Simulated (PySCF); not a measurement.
**PPb at PBE0**

Level: PBE0. PySCF, scalar-relativistic core potentials, basis sets P def2-SVP, Pb def2-SVP with ECP60.

```json
{
  "state": "⁶Σ⁺ (sextet), unpaired electrons σ ↑, π ↑↑↑↑, a second solution, started from another occupation",
  "bond length": "3.276 Å",
  "harmonic wavenumber": "86.3 cm⁻¹",
  "force constant": "0.118 mdyn/Å",
  "rotational constant Be": "0.05827 cm⁻¹",
  "anharmonicity ωexe": "1.36 cm⁻¹",
  "vibration–rotation constant αe": "0.000886 cm⁻¹",
  "energy of the minimum from ground-state P + Pb": "-0.151 eV",
  "bond order (Mayer)": "0.22",
  "dipole moment (positive dipole means P(−)Pb(+))": "-1.39 D"
}
```

These are scalar-relativistic numbers at best; spin–orbit coupling would shift them, the dissociation energy most.
